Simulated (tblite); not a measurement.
Compound: C₅H₉BOSi.
Bonds: C1–C2 (double), C2–C3, C3–C4, C4–C5 (double), C5–B6, B6–O7, O7–Si8, C4–Si8. Hydrogens: H9, H10 on C1; H11 on C2; H12, H13 on C3; H14 on C5; H15 on B6; H16, H17 on Si8.

Computed with GFN2-xTB (tblite), gas phase: L-BFGS steps from a force-field or distance-geometry start until the largest atomic force falls under 0.01 eV/Å.

Step 0: E = -607.3199 eV
```
atom  x, y, z in Å  |  force x, y, z in eV/Å
C1     -2.3065    0.1842   -1.3674   -0.253  -0.211  -0.079
C2     -1.9779   -0.6170   -0.3688    0.132   0.084   0.196
C3     -0.9812   -0.1981    0.6982   -0.706  -0.013   0.557
C4      0.3935   -0.0750    0.1146   -1.384  -0.587   0.708
C5      1.1333   -1.1039   -0.2721    1.138  -0.413  -0.998
B6      2.5459   -0.6298   -0.7551    0.833   1.421   0.962
O7      2.7865    0.8304   -0.7751   -2.550  -2.315   1.011
Si8     1.3776    1.4518   -0.0034    1.654   1.726  -0.862
H9     -1.8797    1.1768   -1.4545   -0.169  -0.234  -0.096
H10    -3.0355   -0.1466   -2.1063    0.334   0.313   0.146
H11    -2.4276   -1.6087   -0.2938    0.249   0.287   0.038
H12    -1.3118    0.7770    1.1260    0.251  -0.539  -0.263
H13    -0.9891   -0.9398    1.5277    0.051   0.342  -0.479
H14     0.8205   -2.1389   -0.2248   -0.122   0.027  -0.003
H15     3.4572   -1.3619   -0.6167    0.139   0.286  -0.604
H16     1.6889    1.9815    1.3367    0.141  -0.124  -0.276
H17     0.6989    2.4301   -0.8691    0.262  -0.052   0.042
```

Step 1: E = -607.6306 eV
```
atom  x, y, z in Å  |  force x, y, z in eV/Å
C1     -2.3101    0.1812   -1.3686    0.025  -0.099   0.205
C2     -1.9761   -0.6158   -0.3660   -0.057   0.135   0.037
C3     -0.9913   -0.1983    0.7062   -0.539  -0.145   0.184
C4      0.3737   -0.0834    0.1247    0.522  -0.394  -0.028
C5      1.1495   -1.1098   -0.2863   -0.078   0.559  -0.272
B6      2.5578   -0.6095   -0.7414    0.416   0.469   0.876
O7      2.7501    0.7973   -0.7606   -1.558  -1.356   0.673
Si8     1.4012    1.4764   -0.0157    0.370   0.423  -0.363
H9     -1.8821    1.1735   -1.4559   -0.168  -0.216  -0.087
H10    -3.0308   -0.1421   -2.1042    0.135   0.174  -0.043
H11    -2.4240   -1.6046   -0.2933    0.202   0.170   0.048
H12    -1.3082    0.7693    1.1222    0.098  -0.201  -0.085
H13    -0.9884   -0.9349    1.5208   -0.042   0.078  -0.150
H14     0.8187   -2.1385   -0.2249    0.008  -0.015  -0.082
H15     3.4591   -1.3578   -0.6253    0.225   0.330  -0.571
H16     1.6910    1.9797    1.3327    0.222  -0.046  -0.210
H17     0.7027    2.4294   -0.8685    0.217   0.132  -0.133
```

Question: Estimate the geometry and energy of step 2. (The exact step hangs on the optimiser's Hessian estimate; all steps are aligned on step 1, rigid shifts and turns removed.)

Answer: E = -607.7567 eV, largest force 1.175 eV/Å
```
atom  x, y, z in Å  |  force x, y, z in eV/Å
C1     -2.3106    0.1779   -1.3641   -0.045   0.128  -0.064
C2     -1.9768   -0.6122   -0.3642   -0.058  -0.080   0.246
C3     -1.0073   -0.2018    0.7131    0.246  -0.120  -0.372
C4      0.3798   -0.0955    0.1273   -0.028   0.646   0.239
C5      1.1529   -1.0984   -0.2974   -0.052  -0.534  -0.127
B6      2.5714   -0.5919   -0.7162   -0.108  -0.968   0.658
O7      2.7015    0.7545   -0.7401   -0.146   0.183   0.175
Si8     1.4176    1.4944   -0.0283   -0.718  -0.039   0.232
H9     -1.8868    1.1673   -1.4584   -0.098  -0.080  -0.055
H10    -3.0260   -0.1365   -2.1046    0.065   0.080  -0.090
H11    -2.4181   -1.5992   -0.2920    0.115   0.023   0.040
H12    -1.3047    0.7620    1.1190   -0.011   0.099   0.059
H13    -0.9891   -0.9314    1.5151   -0.108  -0.184   0.155
H14     0.8184   -2.1387   -0.2268    0.148   0.286  -0.162
H15     3.4651   -1.3486   -0.6416    0.334   0.303  -0.479
H16     1.6969    1.9780    1.3265    0.279   0.006  -0.182
H17     0.7090    2.4323   -0.8714    0.185   0.251  -0.273
```

The energy changes by -0.1261 eV. The first-order estimate −F·Δx gives -0.2591 eV and the mean of the old and new forces, exact on a quadratic surface, -0.1222 eV. The step makes an angle of 11° with the force vector and moves no atom by more than 0.068 Å.

What follows is the cost of the whole relaxation. Time: 1.0 s. Hardware: Arm Neoverse V2, one thread, shared host.
